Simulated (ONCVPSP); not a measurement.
Plane-wave convergence, ONCV potential for beryllium

ONCVPSP 4.0.1 input, shortened (lines: element, Z, core and valence counts, functional; n l f; lmax; l rc ep ncon nbas qcut; lloc lpopt rc5 dvloc0; l nproj debl; icmod fcfact rcfact), PBE, scalar-relativistic:

```
  Be 4.00    0    2        4      upf
    1    0    2.00
    2    0    2.00
    2
    0    0.75    0.00    3    7   17.80
    1    0.55    0.34    4    8   15.40
    2    0.55    0.15    4    7   17.90
    1    5    0.55    0.00
    0    2    1.40
    1    0    3.20
    2    2    1.20
    0    0.00    0.00
```

Task: For each optimised wave give the share of its norm inside rc, the residual kinetic energy above qcut (Ha) and the cutoffs (Ha) for errors of 10, 1, 0.1 and 0.01 mHa per electron.

Result:

```json
{"wave": "1s", "norm inside rc": "0.897", "residual KE": "3.5e-07", "10 mHa": "80.2", "1 mHa": "103.2", "0.1 mHa": "122.6", "0.01 mHa": "138.1"}
{"wave": "2s", "norm inside rc": "0.020", "residual KE": "8.7e-08", "10 mHa": "47.0", "1 mHa": "76.0", "0.1 mHa": "98.5", "0.01 mHa": "117.8"}
{"wave": "p projector 1", "norm inside rc": "0.023", "residual KE": "9.9e-06", "10 mHa": "17.6", "1 mHa": "46.7", "0.1 mHa": "77.9", "0.01 mHa": "118.8"}
{"wave": "d projector 1", "norm inside rc": "0.000", "residual KE": "1.7e-09", "10 mHa": "0.7", "1 mHa": "1.7", "0.1 mHa": "4.0", "0.01 mHa": "10.9"}
{"wave": "d projector 2", "norm inside rc": "0.000", "residual KE": "6.9e-08", "10 mHa": "4.1", "1 mHa": "9.0", "0.1 mHa": "20.8", "0.01 mHa": "39.0"}
```

The occupied waves need 103 Ha and 123 Ha for 1 and 0.1 mHa. Rows with under 1 % of the norm inside rc give no meaningful cutoff.
